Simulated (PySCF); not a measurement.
C₇H₁₄S.
Numbering: `[CH2:1]=[C:2]([CH3:3])[CH2:4][CH2:5][S:6][CH2:7][CH3:8]` (hydrogens: H9, H10 on C1; H11, H12, H13 on C3; H14, H15 on C4; H16, H17 on C5; H18, H19 on C7; H20, H21, H22 on C8)

Cartesian coordinates in Å at the PBE0-D3(BJ)/def2-SVP level; atoms count from 1:
```xyz
22
C7H14S angstrom
C      3.1407    0.3892    0.1494
C      1.9725    0.1405   -0.4538
C      1.8134    0.2258   -1.9436
C      0.7442   -0.2283    0.3376
C     -0.3150    0.8718    0.3392
S     -1.7577    0.5269    1.3799
C     -2.4954   -0.9010    0.5351
C     -2.9571   -0.6343   -0.8850
H      3.2441    0.3200    1.2360
H      4.0319    0.6643   -0.4217
H      1.4164   -0.7197   -2.3503
H      1.0967    1.0142   -2.2279
H      2.7672    0.4425   -2.4440
H      1.0151   -0.4559    1.3795
H      0.3080   -1.1501   -0.0867
H     -0.6492    1.1154   -0.6815
H      0.1076    1.7983    0.7579
H     -3.3477   -1.1683    1.1790
H     -1.7993   -1.7544    0.5761
H     -3.4930   -1.5076   -1.2897
H     -3.6309    0.2346   -0.9218
H     -2.1092   -0.4323   -1.5574
```

Computed, not measured: PBE0-D3(BJ)/def2-SVP geometry optimisation, gas phase in PySCF 2.14.0.

Masses are those of the commonest isotopes; rigid-rotor values at the optimised geometry. The values belong to one conformer with, in the numbering `[CH2:1]=[C:2]([CH3:3])[CH2:4][CH2:5][S:6][CH2:7][CH3:8]`, C1–C2–C4–C5 110°, C2–C4–C5–S6 -176°, C4–C5–S6–C7 -65°, C5–S6–C7–C8 -62°.

**Question.** What are A, B and C (MHz)?

**Answer.** Ia = 170.31, Ib = 630.52, Ic = 732.39 u·Å²; 505379 MHz·u·Å²/I gives A = 2967, B = 801.5, C = 690.0 MHz.

**Question.** Classify the top.

**Answer.** A near-prolate asymmetric top: κ = (2 × 801.5 − 2967 − 690.0)/(2967 − 690.0) = -0.90.

**Question.** Is it planar, by Δ = Ic − Ia − Ib?

**Answer.** Not planar: Δ = Ic − Ia − Ib = -68.44 u·Å². For a rigid frame Δ = −2 Σ m c², so Σ m c² = 34.22 u·Å² lies off the ab plane: 13.97 from hydrogen and 20.25 from heavier atoms. The atom farthest from that plane is 1.64 Å away.

**Question.** List the rotational levels J(Ka,Kc) to J = 5 (MHz).

**Answer.** Above 0(0,0):
J = 1: 1(0,1) 1492, 1(1,1) 3657, 1(1,0) 3769
J = 2: 2(0,2) 4471, 2(1,2) 6529, 2(1,1) 6864, 2(2,1) 13361, 2(2,0) 13365
J = 3: 3(0,3) 8928, 3(1,3) 10834, 3(1,2) 11503, 3(2,2) 17836, 3(2,1) 17857, 3(3,1) 28946, 3(3,0) 28946
J = 4: 4(0,4) 14853, 4(1,4) 16569, 4(1,3) 17683, 4(2,3) 23799, 4(2,2) 23861, 4(3,2) 34921, 4(3,1) 34921, 4(4,1) 50464, 4(4,0) 50464
J = 5: 5(0,5) 22229, 5(1,5) 23731, 5(1,4) 25400, 5(2,4) 31247, 5(2,3) 31392, 5(3,3) 42392, 5(3,2) 42395, 5(4,2) 57931, 5(4,1) 57931, 5(5,1) 77917, 5(5,0) 77917

**Question.** Predict some low-J microwave lines.

**Answer.** The dipole components are |μa| = 0.32 D, |μb| = 1.71 D, |μc| = 0.32 D. The squared components, which scale the intensities, stand as 0.04 : 1.00 : 0.04 (a : b : c). Some lines, for components of 0.1 D or more:

| type | branch | J(Ka,Kc) | MHz | lower level (cm⁻¹) |
| --- | --- | --- | --- | --- |
| a | Q | 2(1,1) ← 2(1,2) | 334 | 0.218 |
| b | R | 2(0,2) ← 1(1,1) | 813 | 0.122 |
| c | Q | 1(1,1) ← 1(0,1) | 2166 | 0.050 |
| b | Q | 1(1,0) ← 1(0,1) | 2277 | 0.050 |
| b | R | 3(0,3) ← 2(1,2) | 2399 | 0.218 |
| b | Q | 3(1,2) ← 3(0,3) | 2574 | 0.298 |
| a | R | 2(1,2) ← 1(1,1) | 2872 | 0.122 |
| a | R | 3(0,3) ← 2(0,2) | 4458 | 0.149 |
| a | R | 3(2,1) ← 2(2,0) | 4491 | 0.446 |
| a | R | 3(1,2) ← 2(1,1) | 4639 | 0.229 |
| b | Q | 2(2,1) ← 2(1,2) | 6832 | 0.218 |
| c | R | 3(1,2) ← 2(0,2) | 7032 | 0.149 |
| b | R | 2(2,1) ← 1(1,0) | 9592 | 0.126 |
| c | R | 2(2,0) ← 1(1,0) | 9596 | 0.126 |
| c | R | 2(2,1) ← 1(1,1) | 9704 | 0.122 |
| c | R | 3(2,1) ← 2(1,1) | 10993 | 0.229 |
| c | R | 3(3,0) ← 2(2,0) | 15581 | 0.446 |

**Question.** Estimate the classical rotational partition function at 100 K, 200 K and 298.15 K.

**Answer.** Point group C1, symmetry number σ = 1; q = (√π/σ)·√((kT/h)³/(ABC)), k/h = 20836.6 MHz/K: 132000 at 100 K, 372000 at 200 K, 677000 at 298.15 K.

No frequency check. Constants of a rigid frame at the computed geometry: no zero-point averaging, no centrifugal distortion. A rigid rotor knows nothing of internal rotation, which can split or shift real lines.

Rough CPU time on one thread of a shared machine: about 2.5 min. These figures are those of the optimisation.
